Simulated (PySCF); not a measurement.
PySCF 2.14 output of an unrestricted M06 calculation on a single atom or ion in x2c-TZVPPall with one added diffuse shell each of s, p, d, f type (12s8p8d4f1g, 113 functions), with scalar relativity by spin-free X2C-1e:

```
SCF conv_tol = 1e-09
number electrons alpha = 39  beta = 37
    Y. Zhao and D. G. Truhlar.,  Theor. Chem. Acc. 120, 215 (2008)
    Y. Zhao and D. G. Truhlar.,  Theor. Chem. Acc. 120, 215 (2008)
cycle= 1 E= -17255.6113869974  delta_E= -0.0089  |g|= 0.21  |ddm|= 0.216
cycle= 2 E= -17255.5981159425  delta_E= 0.0133  |g|= 0.332  |ddm|= 0.25
cycle= 3 E= -17255.6188622663  delta_E= -0.0207  |g|= 0.00917  |ddm|= 0.157
cycle= 4 E= -17255.6188817228  delta_E= -1.95e-05  |g|= 0.000693  |ddm|= 0.00645
cycle= 5 E= -17255.6188820731  delta_E= -3.5e-07  |g|= 0.000356  |ddm|= 0.00115
cycle= 6 E= -17255.6188821344  delta_E= -6.13e-08  |g|= 0.000124  |ddm|= 0.000375
cycle= 7 E= -17255.6188821421  delta_E= -7.61e-09  |g|= 7.51e-06  |ddm|= 0.000105
cycle= 8 E= -17255.6188821421  delta_E= -1.82e-11  |g|= 6.07e-07  |ddm|= 1.28e-05
converged SCF energy = -17255.6188821421  <S^2> = 2.0059426  2S+1 = 3.0039591
```

The run itself started from symmetry-adapted Hartree-Fock orbitals and held the occupation by maximum overlap, on a logarithmic radial grid, so the iterations belong to that start.

Problem. Which element, charge and spin multiplicity is this?

Solution. Os (osmium, neutral), multiplicity 3; the state was [Xe] 4f14 5d8, high-spin 3F determinant (an excited configuration).

Spin-orbit coupling, absent here, splits the open shell strongly.
